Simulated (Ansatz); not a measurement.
Consider the cleavage of the Si–As bond: `O[SiH2][AsH2]` + `CC(=N)O` → `CC(=N)O[SiH2]O` + arsine.

Computed with Ansatz on PBE0-D4/def2-TZVP structures; ΔE is electronic, products minus reactants. CCSD(T)/CBS adds triple-zeta CCSD(T) − MP2 to the extrapolated MP2 energy (def2 sets, frozen cores). DFT in def2-TZVPP. For As outer-core shells are correlated without core-valence functions, which leaves a few kJ/mol of doubt a bond. Scalar relativity is left out up to krypton. One conformer a species, not always the lowest.

`O[SiH2][AsH2]`:

```xyz
8

O     0.970    1.267   -0.855
Si    0.075    0.490    0.295
As   -1.086   -1.201   -0.860
H     1.587    1.937   -0.560
H     0.953   -0.027    1.381
H    -0.928    1.400    0.918
H    -1.667   -1.709    0.455
H     0.095   -2.158   -0.774
```

`CC(=N)O`:

Z-matrix (Å, degrees):
```
C
C 1 1.493
H 1 1.092 2 109.8
H 1 1.092 2 109.8 3 117.7
H 1 1.088 2 111.1 3 -121.1
N 2 1.263 1 129.2 3 121.0
O 2 1.346 1 111.4 3 -59.0
H 6 1.014 2 111.4 1 0.0
H 7 0.967 2 106.0 1 180.0
```

`CC(=N)O[SiH2]O`:

```xyz
13

C     0.102   -1.258   -1.658
C     0.226   -0.291   -0.529
N     1.212    0.457   -0.243
O    -0.866   -0.254    0.243
Si   -0.958    0.928    1.443
O     0.281    0.847    2.499
H     1.009   -1.289   -2.260
H    -0.745   -0.979   -2.288
H    -0.105   -2.255   -1.261
H     1.970    0.351   -0.907
H    -2.193    0.596    2.180
H    -1.057    2.233    0.749
H     1.123    0.914    2.031
```

`[AsH3]`:

Cartesian coordinates in Å:
```
As -0.293 0.530 -0.192
H -0.954 -0.541 0.662
H 0.287 -0.509 -1.141
H 0.960 0.520 0.671
```

CCSD(T)/CBS gives -88.2 kJ/mol.

(1) Another level gave -91.8 kJ/mol. Which?
A. HF/def2-TZVPP
B. MP2/def2-TZVPP
C. PBE/def2-TZVPP
D. r2SCAN/def2-TZVPP

Largest T1 diagnostic among the species: 0.013.

Answers

(1) B. MP2/def2-TZVPP -91.8, r2SCAN -84.7, HF/def2-TZVPP -99.2, PBE -69.3 kJ/mol.

From PBE to PBE0 (25 % exact exchange), in def2-TZVPP and without D4, ΔE moves by −4.8 kJ/mol. In def2-TZVPP, CCSD(T) changes the Hartree–Fock value by +6.8 kJ/mol (the triples alone add +0.3 kJ/mol) and MP2 by +7.3 kJ/mol. The D4 term adds −4.4 kJ/mol with B3LYP and −2.6 kJ/mol with PBE0; it sums over pairs of atoms, weighted by their polarisabilities, and B3LYP, whose exchange is more repulsive, gets the larger term.

B3LYP here is the variant with VWN-RPA as its local correlation; programs differ in this.
